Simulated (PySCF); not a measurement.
## p-chlorotoluene: 4 charge schemes on one density

Compound: p-chlorotoluene, C7H7Cl.
Z-matrix (Å and degrees, PBE0-D3(BJ)/def2-TZVP geometry), rows numbered from 1:
```
C 
C   1  1.4980
C   2  1.3906  1  121.22
C   3  1.3865  2  121.56  1   178.87
C   4  1.3840  3  119.14  2     0.11
Cl  5  1.7292  4  119.65  3   179.86
C   5  1.3861  4  120.65  3     0.07
C   7  1.3844  5  119.31  4    -0.09
H   1  1.0908  2  111.32  3    17.16
H   1  1.0942  2  110.99  3  -102.69
H   1  1.0920  2  111.31  3   137.86
H   3  1.0849  2  119.45  1    -1.19
H   4  1.0827  3  120.88  2   179.86
H   7  1.0826  5  119.83  4   179.72
H   8  1.0852  2  119.53  1     1.20
```

Density: PBE0/pcSseg-2 (PySCF); schemes: Mulliken, IAO, Hirshfeld and ESP-fitted. Isolated species at its PBE0-D3(BJ)/def2-TZVP geometry, gas phase.

Task: Atoms with like bonding are taken together and averaged. For which atoms does the sign change between the 4 schemes (beyond +0.03 e in one, beyond −0.03 e in another)?

Result: C4/C7 and C5. Atomic charges aren't observables, and each scheme defines them in its own way.

Task: At which atom do the 4 schemes differ most?

Result: At C1: from -0.648 (ESP-fitted) to -0.032 e (Mulliken), 0.616 e apart.

Task: Tabulate the Mulliken, IAO, Hirshfeld and ESP-fitted charges.

Result: In e; atoms taken as equivalent share a row and are averaged (×n: the atom named and its like, n in all):

```csv
atom,environment,Mulliken,IAO,Hirshfeld,ESP-fitted
C1,benzylic-type carbon,-0.032,-0.439,-0.122,-0.648
C2,substituted aromatic carbon,+0.237,+0.018,+0.007,+0.502
C3/C8,aromatic CH carbon,-0.193,-0.155,-0.050,-0.425
C4/C7,aromatic CH carbon,+0.001,-0.161,-0.062,+0.036
C5,aromatic C–Cl carbon,+0.109,-0.014,+0.006,-0.098
Cl6,aryl chlorine,-0.143,-0.038,-0.032,-0.095
H9/H10/H11,methyl hydrogen,+0.040,+0.155,+0.050,+0.171
H12/H15,aromatic hydrogen,+0.007,+0.153,+0.054,+0.187
H13/H14,aromatic hydrogen,+0.039,+0.167,+0.053,+0.115
```

Mean size of the charges over all atoms: ESP-fitted 0.225 e, IAO 0.150 e, Mulliken 0.075 e, Hirshfeld 0.050 e. Each set sums to the total charge, 0, to within 0.001 e. The Mulliken scheme gives each basis function's population to the atom it is centred on and halves the overlap population of two atoms between them.

Some averages cover members that differ in this geometry: C4/C7, ESP-fitted +0.017 to +0.055; C3/C8, Mulliken -0.212 to -0.174; H9/H10/H11, Mulliken +0.027 to +0.055; C3/C8, ESP-fitted -0.437 to -0.412 e.

Task: How closely do the schemes follow one another over all atoms?

Result: Correlation coefficient and root-mean-square difference: IAO with Hirshfeld 0.99, 0.122 e; IAO with ESP-fitted 0.78, 0.186 e; Hirshfeld with ESP-fitted 0.74, 0.248 e; Mulliken with ESP-fitted 0.73, 0.221 e; Mulliken with Hirshfeld 0.45, 0.096 e; Mulliken with IAO 0.40, 0.166 e.

Task: Sum the charges by element, for elements with more than one atom.

Result: 
```csv
element,atoms,Mulliken,IAO,Hirshfeld,ESP-fitted
C,7,-0.069,-1.068,-0.333,-1.021
H,7,+0.212,+1.106,+0.365,+1.115
```

These values come from a run that also computed NMR shieldings. The run took 36 s wall, 81 s CPU on 2 threads, Intel Xeon 6975P-C (x86_64), shared host with 192 logical CPUs at a one-minute load of 40, and the process peaked at 2.6 GiB of memory.
